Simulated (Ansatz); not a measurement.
A nudged elastic band was laid between two geometries of BH4NO + H2O (10 atoms, charge 0, multiplicity 1).

Method: RKS PBE-D4/6-31G* (Ansatz 0.2.0).

```
movable images  : 7
climbing image  : yes
spring          : 5.0 eV/Å²
optimiser       : quadratic models (default)
start path      : through a guess of the saddle point
force threshold : 0.05 eV/Å
iteration limit : 60
end points      : relaxed
```

Image 0:

```xyz
10
Properties=species:S:1:pos:R:3
B -0.054 -0.458 -0.252
H 0.027 -0.962 0.846
O 1.034 -0.288 -1.078
H 1.857 -0.519 -0.613
N -1.327 -0.028 -0.728
H -2.192 -0.315 -0.279
H -1.451 0.283 -1.691
O -0.274 2.225 1.050
H -0.782 1.706 0.383
H -0.522 1.781 1.885
```

Image 8:

```xyz
10
Properties=species:S:1:pos:R:3
B 0.061 0.445 -0.623
H -0.710 0.493 3.176
O 1.299 -0.069 -0.975
H 1.213 -0.852 -1.546
N -1.176 -0.092 -1.109
H -1.237 -0.869 -1.761
H -2.090 0.253 -0.829
O 0.117 1.530 0.245
H -0.769 1.892 0.421
H -0.393 0.694 2.523
```

Which bonds break or form, and what moves?

Bonds broken: B1–H2, O8–H10. Bonds formed: B1–O8, H2–H10. BH4NO + H2O becomes BH4NO2 + H2.

What energy profile does the band end with?

The run converged. The highest image is number 3 of 0 to 8, 138.8 kJ/mol above the first end and 210.6 kJ/mol above the last; the last end lies 71.8 kJ/mol below the first. The profile has 2 maxima (images 3, 6) with wells between them (image 5): this band takes more than one step, which may be the mechanism or a detour left from its start path. Neighbouring images differ by up to 2.0 eV, so the band resolves the path poorly. A vibrational analysis at the climbing image gives one clearly imaginary mode, 1280i cm⁻¹: a first-order saddle point. The orbitals stay closed-shell, which can raise the energy where a bond breaks towards radicals; this wasn't checked here.

```
image  path coordinate (Å)  energy (kJ/mol)  B1–H2 (Å)  O8–H10 (Å)  B1–O8 (Å)
    0                 0.00              0.0       1.21        0.98       2.99
    1                 1.03             30.9       1.22        0.98       2.71
    2                 2.06             39.6       1.22        0.99       2.42
    3                 3.09            138.8       1.45        1.24       1.60
    4                 4.43            -55.8       2.64        2.18       1.39
    5                 5.78            -71.2       3.51        2.52       1.39
    6                 7.12            -42.7       3.68        2.54       1.38
    7                 8.45            -57.6       3.66        2.79       1.39
    8                 9.78            -71.8       3.88        2.48       1.39
```

What is the geometry of the highest image?


```xyz
10
Properties=species:S:1:pos:R:3:forces:R:3
B -0.063 0.332 -0.020 0.00 0.00 0.00
H -0.201 -0.356 1.246 0.00 0.00 0.00
O 1.204 0.180 -0.587 0.00 0.00 0.00
H 1.242 -0.661 -1.081 0.00 0.00 0.00
N -1.317 0.088 -0.752 0.00 0.00 0.00
H -2.038 -0.474 -0.301 0.00 0.00 0.00
H -1.221 -0.190 -1.729 0.00 0.00 0.00
O -0.076 1.729 0.766 0.00 0.00 0.00
H -0.967 2.081 0.542 0.00 0.00 0.00
H -0.246 0.695 1.437 0.00 0.00 0.00
```

The band took 43 iterations and about 15 core-minutes.

The run took 15 min on 1 thread of Arm Neoverse N1 (shared host), peak memory 0.13 GiB.
